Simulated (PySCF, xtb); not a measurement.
C₃H₅FOSi, SMILES OC[Si@@H](F)C#C.

GFN2-xTB in xtb 6.7.1 at its own geometry gives an orbital gap of 4.40 eV and a dipole moment of 1.93 D.

The structure is a stationary point at ωB97X-D3(BJ)/def2-SVP. The structure was generated by enumeration; whether it is a known compound was not checked. Other conformers were not sampled.

Problem. What does PySCF with PBE/def2-TZVP give? (Estimate from the structure and the level; the computed values follow.)

Solution. gap 4.47 eV (levels -6.25 and -1.78 eV), dipole 1.69 D.
